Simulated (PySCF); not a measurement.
SMILES [SiH3][GeH2], doublet, PBE0/def2-SVP optimised geometry.

```
7

Si    -0.51    -0.37     0.00
Ge    -1.42    -1.48    -1.89
H     -0.99    -1.05     1.24
H     -0.99     1.05     0.00
H      0.99    -0.37     0.00
H     -1.08    -2.99    -1.96
H     -1.08    -0.82    -3.24
```

Density from unrestricted PBE0/def2-TZVP in PySCF at that geometry.

Minimum of the electron density along straight lines between bonded atoms, close to the bond critical point (lines longer than 1.1 times the sum of covalent radii, or with two minima, are not listed):

```
bond     length / Å  ρ at the minimum / e bohr⁻³  ∇²ρ there / e bohr⁻⁵  position (fraction from the first atom)
-------  ----------  ---------------------------  --------------------  ---------------------------------------
Si1–Ge2       2.376                   (withheld)            (withheld)                                     0.44
Si1–H3        1.494                        0.118                  0.15                                     0.49
Si1–H4        1.494                        0.118                  0.15                                     0.49
Si1–H5        1.498                        0.117                  0.15                                     0.49
Ge2–H6        1.545                        0.130                  0.05                                     0.59
Ge2–H7        1.545                        0.130                  0.05                                     0.59
```

### Question
Some entries are withheld; supply them.

### Answer

- Si1–Ge2, ρ at the minimum / e bohr⁻³: 0.088
- Si1–Ge2, ∇²ρ there / e bohr⁻⁵: -0.14
